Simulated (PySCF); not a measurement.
Si(AsH2)(F)2(H) (AsF2H3Si), SMILES F[SiH](F)[AsH2]. Atoms are numbered in the order given.

```xyz
7

Si    -1.0154     0.3839     0.0000
F     -1.6759    -0.3161    -1.3035
F     -1.6759    -0.3161     1.3035
As     1.2957    -0.1020     0.0000
H     -1.4224     1.8088     0.0000
H      1.5230     0.9373     1.1017
H      1.5230     0.9373    -1.1017
```

Geometry: B3LYP-D3(BJ)/def2-SVP.

Level of theory: PBE/def2-TZVP (PySCF).

Symmetry labels are those of the subgroup Cs that the program uses (full group Cs).

Question: List the valence orbital energies around the gap with their symmetry. (An estimate is asked for; the answer gives what the named calculation found.)

Answer: 
```
orbital  symmetry  energy (eV)
-------  --------  -----------
HOMO−7         A'       -11.37
HOMO−6         A'       -11.02
HOMO−5         A"       -10.28
HOMO−4         A"       -10.02
HOMO−3         A'        -9.63
HOMO−2         A"        -9.39
HOMO−1         A'        -8.16
HOMO           A'        -6.90
LUMO           A"        -1.02
LUMO+1         A'        -0.89
LUMO+2         A"        -0.30
LUMO+3         A'        -0.24
```
